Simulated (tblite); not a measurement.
Parent: `[CH2:1]=[C:2]([CH2:3][CH3:4])[CH2:5][CH2:6][F:7]` with C1–C2–C3–C4 -116°, C1–C2–C5–C6 -115°, C2–C5–C6–F7 -79°, C6H11F.

Structures optimised with GFN2-xTB, isolated species. One conformer each, not checked by frequencies here.

```
coordinate of the parent    value
                   C1=C2  1.324 Å
                   C2–C3  1.503 Å
                   C3–C4  1.529 Å
                   C2–C5  1.506 Å
                   C5–C6  1.528 Å
                   C6–F7  1.375 Å
                C1–C2–C3   121.9°
                C1–C2–C5   120.9°
                C3–C2–C5   117.2°
                C2–C3–C4   112.5°
                C2–C5–C6   113.1°
                C5–C6–F7   111.4°
```

**Question.** How does the shared frame change in `[CH3:1][CH2:2]/[C:3](=[CH:4]/[CH2:5][F:6])[CH2:7][CH2:8][F:9]` with C1–C2–C3–C4 97°, C3–C4–C5–F6 152°, C2–C3–C7–C8 -94°, C3–C7–C8–F9 -69°, C7H12F2? Atoms pair as C1 = C7, C2 = C3, C3 = C2, C4 = C1, C5 = C4, C6 = C5, F7 = F6 (parent first).

**Answer.** 
```csv
parent,relative,value in the relative,change
C1=C2,C7–C3,1.506 Å,+0.182
C2–C3,C3–C2,1.505 Å,+0.002
C3–C4,C2–C1,1.530 Å,+0.001
C2–C5,C3=C4,1.327 Å,-0.179
C5–C6,C4–C5,1.493 Å,-0.035
C6–F7,C5–F6,1.378 Å,+0.003
C1–C2–C3,C7–C3–C2,115.8°,-6.1
C1–C2–C5,C7–C3–C4,123.3°,+2.4
C3–C2–C5,C2–C3–C4,121.0°,+3.8
C2–C3–C4,C3–C2–C1,110.9°,-1.6
C2–C5–C6,C3–C4–C5,126.8°,+13.7
C5–C6–F7,C4–C5–F6,110.0°,-1.4
```

Of the parent's bonds, C1–C2 changes most (+0.182 Å). Bonds of the relative outside the shared frame: C7–C8 1.527, C8–F9 1.374 Å. Point group C1 → C1.

**Question.** How does the shared frame change in `[CH3:1][CH2:2]/[C:3](=[CH:4]/[CH2:5][SiH3:6])[CH2:7][CH2:8][F:9]` with C1–C2–C3–C4 97°, C3–C4–C5–Si6 -110°, C2–C3–C7–C8 -94°, C3–C7–C8–F9 179°, C7H15FSi? Atoms pair as C1 = C4, C2 = C3, C3 = C2, C4 = C1, C5 = C7, C6 = C8, F7 = F9 (parent first).

**Answer.** 
| parent | relative | value in the relative | change |
| --- | --- | --- | --- |
| C1=C2 | C4=C3 | 1.330 Å | +0.006 |
| C2–C3 | C3–C2 | 1.507 Å | +0.004 |
| C3–C4 | C2–C1 | 1.530 Å | +0.001 |
| C2–C5 | C3–C7 | 1.506 Å | 0.000 |
| C5–C6 | C7–C8 | 1.525 Å | -0.003 |
| C6–F7 | C8–F9 | 1.376 Å | +0.001 |
| C1–C2–C3 | C4–C3–C2 | 120.9° | -1.0 |
| C1–C2–C5 | C4–C3–C7 | 123.7° | +2.8 |
| C3–C2–C5 | C2–C3–C7 | 115.3° | -1.9 |
| C2–C3–C4 | C3–C2–C1 | 111.4° | -1.1 |
| C2–C5–C6 | C3–C7–C8 | 110.7° | -2.4 |
| C5–C6–F7 | C7–C8–F9 | 110.4° | -1.0 |

Of the parent's bonds, C1–C2 changes most (+0.006 Å). Bonds of the relative outside the shared frame: C4–C5 1.488, C5–Si6 1.911 Å. Point group C1 → C1.

**Question.** How does the shared frame change in `[CH3:1][CH2:2]/[C:3](=[CH:4]\[N:5]([CH3:6])[CH3:7])[CH2:8][CH2:9][F:10]` with C1–C2–C3–C4 55°, C2–C3–C8–C9 74°, C3–C8–C9–F10 180°, C8H16FN? Atoms pair as C1 = C4, C2 = C3, C3 = C2, C4 = C1, C5 = C8, C6 = C9, F7 = F10 (parent first).

**Answer.** 
```json
{"parent": "C1=C2", "relative": "C4=C3", "value in the relative": "1.336 Å", "change": "+0.012"}
{"parent": "C2–C3", "relative": "C3–C2", "value in the relative": "1.508 Å", "change": "+0.005"}
{"parent": "C3–C4", "relative": "C2–C1", "value in the relative": "1.528 Å", "change": "-0.001"}
{"parent": "C2–C5", "relative": "C3–C8", "value in the relative": "1.508 Å", "change": "+0.002"}
{"parent": "C5–C6", "relative": "C8–C9", "value in the relative": "1.527 Å", "change": "-0.001"}
{"parent": "C6–F7", "relative": "C9–F10", "value in the relative": "1.376 Å", "change": "+0.001"}
{"parent": "C1–C2–C3", "relative": "C4–C3–C2", "value in the relative": "125.9°", "change": "+4.0"}
{"parent": "C1–C2–C5", "relative": "C4–C3–C8", "value in the relative": "118.6°", "change": "-2.3"}
{"parent": "C3–C2–C5", "relative": "C2–C3–C8", "value in the relative": "115.4°", "change": "-1.8"}
{"parent": "C2–C3–C4", "relative": "C3–C2–C1", "value in the relative": "112.2°", "change": "-0.3"}
{"parent": "C2–C5–C6", "relative": "C3–C8–C9", "value in the relative": "110.7°", "change": "-2.4"}
{"parent": "C5–C6–F7", "relative": "C8–C9–F10", "value in the relative": "110.4°", "change": "-1.0"}
```

Of the parent's bonds, C1–C2 changes most (+0.012 Å). Bonds of the relative outside the shared frame: C4–N5 1.398, N5–C6 1.446, N5–C7 1.448 Å. Point group C1 → C1.

**Question.** How does the shared frame change in `[CH3:1][CH2:2]/[C:3](=[CH:4]\[CH2:5][NH2:6])[CH2:7][CH2:8][F:9]` with C1–C2–C3–C4 74°, C3–C4–C5–N6 131°, C4–C5–N6–H -60° and 59°, C2–C3–C7–C8 66°, C3–C7–C8–F9 177°, C7H14FN? Atoms pair as C1 = C4, C2 = C3, C3 = C2, C4 = C1, C5 = C7, C6 = C8, F7 = F9 (parent first).

**Answer.** 
| parent | relative | value in the relative | change |
| --- | --- | --- | --- |
| C1=C2 | C4=C3 | 1.329 Å | +0.005 |
| C2–C3 | C3–C2 | 1.507 Å | +0.004 |
| C3–C4 | C2–C1 | 1.530 Å | +0.001 |
| C2–C5 | C3–C7 | 1.506 Å | 0.000 |
| C5–C6 | C7–C8 | 1.526 Å | -0.002 |
| C6–F7 | C8–F9 | 1.376 Å | +0.001 |
| C1–C2–C3 | C4–C3–C2 | 123.5° | +1.6 |
| C1–C2–C5 | C4–C3–C7 | 120.4° | -0.5 |
| C3–C2–C5 | C2–C3–C7 | 116.1° | -1.1 |
| C2–C3–C4 | C3–C2–C1 | 112.4° | -0.1 |
| C2–C5–C6 | C3–C7–C8 | 112.1° | -1.0 |
| C5–C6–F7 | C7–C8–F9 | 110.0° | -1.4 |

Of the parent's bonds, C1–C2 and C2–C3 change most and about equally (+0.004 to +0.005 Å). Bonds of the relative outside the shared frame: C4–C5 1.503, C5–N6 1.457 Å. Point group C1 → C1.

All values are computed, not measured.
